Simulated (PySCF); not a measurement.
A calculated (PBE0, PySCF 2.14, cc-pVTZ-DK, the spin-free X2C one-electron Hamiltonian (Gaussian nucleus)) atom or ion has these occupied shells.

```csv
shell,electrons,orbital energy (eV),"rms radius, mean of both spins (bohr)"
1s α,1,-7046.8,0.0675
1s β,1,-7046.7,0.0675
2s α,1,-844.31,0.289
2s β,1,-842.07,0.289
2p α,3,-719.75,0.261
2p β,3,-717.87,0.261
3s α,1,-110.41,0.872
3s β,1,-104.67,0.872
3p α,3,-74.988,0.934
3p β,3,-68.881,0.934
3d α,5,-19.810,1.25
3d β,1,-15.776,1.25
4s α,1,-13.764,2.87
```

Q: Name the element and its charge.

A: Fe⁺ (iron, charge +1), in [Ar] 3d6 4s1, high-spin 6D determinant.
